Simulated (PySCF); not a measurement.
Ga(AsH2)(F)2 (AsF2GaH2), SMILES [F][Ga]([F])[AsH2].

Geometry: PBE-D3(BJ)/def2-SVP. The structure was generated by enumeration; whether it is a known compound was not checked.

The numbers are results of PBE-D3(BJ)/def2-SVP run with PySCF, not measurements.

Frequencies are harmonic and unscaled.

```
mode  ν (cm⁻¹)  IR (km/mol)  moving atoms (share of kinetic energy)
----  --------  -----------  --------------------------------------
1           67          2.8                          H 85 %, F 10 %
2           97          2.4        F 56 %, Ga 23 %, H 11 %, As 10 %
3          136         17.6                         Ga 48 %, F 46 %
4          178         22.0                         F 80 %, As 19 %
5          258         10.7                Ga 45 %, As 37 %, F 17 %
6          548          4.8                                  H 94 %
7          592          0.6                                  H 97 %
8          663         76.9                         F 83 %, Ga 17 %
9          694         61.8                         F 72 %, Ga 27 %
10         955         14.2                                  H 99 %
11        2126         43.1                                  H 99 %
12        2145         53.9                                  H 99 %
```
